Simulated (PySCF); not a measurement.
# What a mistake does to a calculation on BCH5OSi

All numbers below are calculated, not measured. They come from PySCF 2.14.0, an open-source quantum chemistry program, on an isolated molecule that a program drew, which may never have been made. The molecule is BCH5OSi (charge 0, singlet), drawn as the SMILES string `BC=[SiH]O`.

Each row is a Hartree-Fock (HF) and frozen-core CCSD(T) single point in the cc-pV(D+d)Z basis, meant for a local HF minimum. Run 1 is clean. Each other run has one planted mistake out of seven kinds, and not every kind appears here: one electron removed, one electron added, multiplicity raised by two, geometry at a saddle point, minimal basis STO-3G, one bond length entered in bohr, all coordinates scaled. The reference is restricted for singlets and unrestricted otherwise, and also for a bond in bohr. Adding or removing an electron swaps singlet and doublet. Electrons count all cores. HOMO and LUMO are orbital energies over both spins, the gradient is its largest component, and the lowest frequency (negative if imaginary) is given only where the gradient is small. Bond lengths are over the 8 bonds as drawn. T1 is the CCSD diagnostic: over 0.02 (restricted) or 0.045 (unrestricted) a single reference is doubtful.

Geometry of the clean run:
```xyz
9
BCH5OSi, angstrom
B    -1.0797   -0.3602    1.6471
C    -0.1094   -0.4461    0.4874
Si    1.4392    0.1635    0.8333
O     2.6910    0.2093   -0.1997
H    -2.2155   -0.7510    1.5607
H    -0.7298    0.1111    2.7050
H    -0.3747   -0.8590   -0.4785
H     1.8224    0.7271    2.1315
H     3.5263    0.5643    0.0655
```

```
run  electrons  basis functions  <S^2>  HOMO (eV)  LUMO (eV)  gradient (hartree/bohr)  lowest frequency (cm^-1)  mean bond (Å)  longest bond (Å)      T1  HF (hartree)  CCSD(T) (hartree)                          mistake
  1         38               90  0.000      -9.03       2.15                  3.3e-05                       134         1.3434             1.700  0.0138    -429.26042         -429.81781                         no fault
  2         38               90  0.000      -9.28       2.50                  5.0e-02                         -         1.2856             1.627  0.0128    -429.24132         -429.79062           all coordinates scaled
  3         38               90  1.070      -8.92       1.01                  2.0e-02                         -         1.5240             3.068  0.0332    -429.11698         -429.63829  one bond length entered in bohr
  4         38               90  2.023      -5.29      -0.21                  1.0e-01                         -         1.3434             1.700  0.0232    -429.15064         -429.67829                                ?
  5         38               29  0.000      -6.26       5.99                  3.6e-02                         -         1.3434             1.700  0.0163    -424.05338         -424.28085                                ?
```

**Which mistake was planted in run 4, and what did it cost?**

Electrons, basis and geometry are unchanged, and <S^2> is 2.023, beside S(S+1) = 2.00 for a multiplicity of 3. So the mistake is: multiplicity raised by two. Subtracting run 1 and multiplying by 627.51 kcal/mol a hartree, the energy moved by 68.9 kcal/mol in HF and 87.6 kcal/mol in CCSD(T).

**Which mistake was planted in run 5, and what did it cost?**

It has 29 basis functions where the clean run has 90, with the same electrons and geometry. So the mistake is: minimal basis STO-3G. Subtracting run 1 and multiplying by 627.51 kcal/mol a hartree, the energy moved by 3267.5 kcal/mol in HF and 3474.5 kcal/mol in CCSD(T).

